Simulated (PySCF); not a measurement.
## Stretching KF

Set-up: basis K x2c-TZVPPall, F x2c-TZVPPall; spin-free X2C with a Gaussian nucleus; PySCF 2.14. Energies in eV from K + F in their ground configurations at the same level. State: ¹Σ⁺ (singlet), closed shell.

```json
{"R (Å)": "1.887", "r²SCAN": "-4.299"}
{"R (Å)": "1.975", "r²SCAN": "-4.649"}
{"R (Å)": "2.062", "r²SCAN": "-4.841"}
{"R (Å)": "2.128", "r²SCAN": "-4.909"}
{"R (Å)": "2.194", "r²SCAN": "-4.928"}
{"R (Å)": "2.260", "r²SCAN": "-4.910"}
{"R (Å)": "2.348", "r²SCAN": "-4.845"}
{"R (Å)": "2.457", "r²SCAN": "-4.717"}
{"R (Å)": "2.589", "r²SCAN": "-4.525"}
{"R (Å)": "2.764", "r²SCAN": "-4.240"}
```

Put a parabola through the three lowest points of the r²SCAN curve and estimate Re, k and ωe (reduced mass 12.77 u; 1 eV/Å² = 0.16022 mdyn/Å; ωe = 1302.8·√(k/μ) cm⁻¹).

Through R = 2.128, 2.194, 2.26 Å the second-order coefficient is 4.25 eV/Å², so Re ≈ 2.195 Å, k ≈ 1.36 mdyn/Å and ωe ≈ 425 cm⁻¹. A polynomial fit of higher order to the unrounded r²SCAN energies gives Re = 2.193 Å, k = 1.37 mdyn/Å, ωe = 426 cm⁻¹; anharmonicity and rounding make the difference.

The higher-order fit for each curve: r²SCAN: Re = 2.193 Å, ωe = 426 cm⁻¹, De = 4.93 eV.
